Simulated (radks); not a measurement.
Results of a calculation; reference values are marked as such.
The mean radii <r> (bohr) of the occupied orbitals of an atom or ion are listed with their occupations. Code: a radial shooting solver on a logarithmic mesh with Libxc functionals. Model: Dirac Kohn-Sham, PBEsol, spin-unpolarised, spherical densities, finite nucleus; Fermi nuclear charge, rms radius of each element as measured or else 0.836 A^(1/3) + 0.57 fm.

| orbital | occ. | <r> |
|---|---|---|
| 1s1/2 | 2 | 0.1037 |
| 2s1/2 | 2 | 0.5189 |
| 2p1/2 | 2 | 0.4818 |
| 2p3/2 | 4 | 0.4840 |
| 3s1/2 | 2 | 1.671 |

Name the element and its charge. Open shells, if any, fill j = l - 1/2 first.

Answer. Z = 15, phosphorus, charge +3: P3+ in [Ne] 3s2. The 1s radius gives Z: for a bare nucleus <r> = (2 gamma + 1)/(2Z) with gamma = sqrt(1 - (Z/c)^2), 0.0996 bohr for Z = 15, and screening makes it slightly larger (0.1037 here). The occupations add up to 12, and the charge is Z minus that.
